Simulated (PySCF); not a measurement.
Species: SiH2(NHiPr)2, C6H18N2Si.
Geometry (PBE0-D3(BJ)/def2-SVP, Å), atoms numbered from 1 in this order:
```xyz
27
C6H18N2Si angstrom
Si     0.271   -0.005    0.167
H      0.400    0.235    1.642
H      1.664   -0.247   -0.335
N     -0.417    1.275   -0.781
C      0.157    2.545   -1.196
C      1.608    2.391   -1.627
C      0.012    3.625   -0.126
H     -1.423    1.339   -0.651
H     -0.407    2.882   -2.087
H      2.257    2.134   -0.774
H      1.981    3.333   -2.055
H      1.712    1.598   -2.381
H      0.585    3.355    0.776
H      0.376    4.602   -0.484
H     -1.042    3.746    0.171
N     -0.876   -1.288   -0.058
C     -1.015   -2.551    0.650
C     -0.822   -2.380    2.149
C     -0.089   -3.632    0.094
H     -1.172   -1.365   -1.028
H     -2.056   -2.895    0.499
H      0.218   -2.115    2.396
H     -1.057   -3.319    2.673
H     -1.476   -1.588    2.543
H      0.966   -3.353    0.251
H     -0.263   -4.605    0.581
H     -0.243   -3.764   -0.988
```

The computed photoelectron lines, unassigned: C 1s: 290.35 (area 4), 291.33 (area 2) eV; N 1s: 403.85 eV; Si 1s: 1846.41 eV; Si 2p3/2: 106.44 eV.

Computed, not measured: delta-SCF UKS SCAN, pcX-2 on the ionised atom, pcseg-1 elsewhere, spin-free X2C in PySCF 2.14.0. Geometry: PBE0-D3(BJ)/def2-SVP, one conformer, isolated molecule.

Q: Assign the C 1s lines to atoms.

A: 290.35 eV: C6/C7/C18/C19 (carbon bonded to C and 3 H); 291.33 eV: C5/C17 (carbon bonded to 2 C, N and H). The listed C 1s values span 0.98 eV, from C6/C7/C18/C19 (bonded to C and 3 H) to C5/C17 (bonded to N, 2 C and H).

Bonded neighbours of each site: Si1: 2 N and 2 H; N4/N16: C, H and Si; C5/C17: N, 2 C and H; C6/C7/C18/C19: C and 3 H.

Q: Give the binding energy of C 1s of C5/C17 in hartree and in kJ/mol.

A: 291.33 eV = 10.7062 Eh = 28109 kJ/mol.

One atom of each set of topologically equivalent atoms was ionised and stands for the set; in this conformer not all members are related by symmetry, and their own values weren't computed. The 2p values aren't plain energy differences: one relaxed spin-free 2p hole is combined with a matrix within the shell (ground-state 2p orbital-energy differences and spin–orbit coupling). 2p3/2, the mean of its two sublevels, lies a third of the splitting below the shell's mean and 2p1/2 two thirds above it; the statistical areas are 2:1. 2p1/2 minus 2p3/2 (ligand field included): Si 0.62 eV.
